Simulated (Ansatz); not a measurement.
Cost and result for the atomization energy of CH6S2Si2, SMILES `[SiH3][SiH]1CSS1` (11 atoms, 11 bonds).

Z-matrix (Å, degrees):
```
Si
C 1 1.882
S 1 2.659 2 43.4
Si 1 2.339 2 112.7 3 86.0
S 1 2.153 2 88.7 3 -26.5
H 1 1.491 2 117.2 3 -142.0
H 2 1.092 1 114.7 3 113.8
H 2 1.090 1 117.2 3 -114.1
H 4 1.490 1 110.4 2 71.0
H 4 1.487 1 108.7 2 -169.9
H 4 1.484 1 110.1 2 -49.8
```

Total charge 0; spin multiplicity 1. The structure was optimised at the PBE0-D4/def2-TZVP level. Program: Ansatz. All runs use 4 threads of an Arm Neoverse V1 on a shared host. Times are those of one run each, without the atoms' runs, and a repeat can differ threefold. Electronic energies, without spin–orbit coupling; frozen cores. CCSD(T)/CBS adds CCSD(T) − MP2 in def2-TZVPP to the MP2 limit, and its time is that of the two runs behind it. T1 = 0.013. B3LYP takes the VWN-RPA correlation (the form of Gaussian; ORCA's B3LYP/G).

CCSD(T)/CBS is a level of theory with its own doubt, some kJ/mol a heavy atom from the limit and from the frozen cores, so smaller differences don't rank the functionals.

```tsv
level	functions	wall time
PBE-D4/def2-TZVPP (with forces)	283	3.5 s
PBE0-D4/def2-TZVPP	283	5 s
r2SCAN-D4/def2-TZVPP (with forces)	283	7 s
B3LYP-D4/def2-TZVPP (with forces)	283	8.5 s
B2PLYP/def2-TZVPP	283	9 s
ωB97X-V/def2-TZVPP	283	13 s
ωB97M-V/def2-TZVPP (with forces)	283	19 s
MP2/def2-QZVPP	517	33 s
CCSD(T)/def2-TZVPP	283	3.6 min
CCSD(T)/CBS(def2)	–	4.2 min
```

Problem. What atomization energy does each give, and how far from CCSD(T)/CBS? (An estimate is asked.)

Solution. The calculation gave: 
| level | atomization (kJ/mol) | difference from CCSD(T)/CBS | per bond |
| --- | --- | --- | --- |
| PBE-D4/def2-TZVPP (with forces) | 3564.0 | 42.4 | 3.9 |
| PBE0-D4/def2-TZVPP | 3525.4 | 3.8 | 0.3 |
| r2SCAN-D4/def2-TZVPP (with forces) | 3534.5 | 12.9 | 1.2 |
| B3LYP-D4/def2-TZVPP (with forces) | 3500.4 | -21.2 | -1.9 |
| B2PLYP/def2-TZVPP | 3444.6 | -77.0 | -7.0 |
| ωB97X-V/def2-TZVPP | 3555.2 | 33.6 | 3.0 |
| ωB97M-V/def2-TZVPP (with forces) | 3537.7 | 16.1 | 1.5 |
| MP2/def2-QZVPP | 3504.9 | -16.7 | -1.5 |
| CCSD(T)/def2-TZVPP | 3404.3 | -117.3 | -10.7 |
| CCSD(T)/CBS(def2) | 3521.6 | 0.0 | 0.0 |

The D4 term adds +60.7 kJ/mol with B3LYP and +31.8 kJ/mol with PBE0; it sums over pairs of atoms, weighted by their polarisabilities, and B3LYP, whose exchange is more repulsive, gets the larger term. In def2-TZVPP, CCSD(T) changes the Hartree–Fock value by +885.5 kJ/mol (the triples alone add +62.2 kJ/mol) and MP2 by +917.0 kJ/mol; breaking electron pairs costs correlation energy, which Hartree–Fock lacks. From PBE to PBE0 (25 % exact exchange), in def2-TZVPP and without D4, the atomization energy moves by −33.4 kJ/mol: exact exchange takes away binding that semilocal exchange gives to molecules.
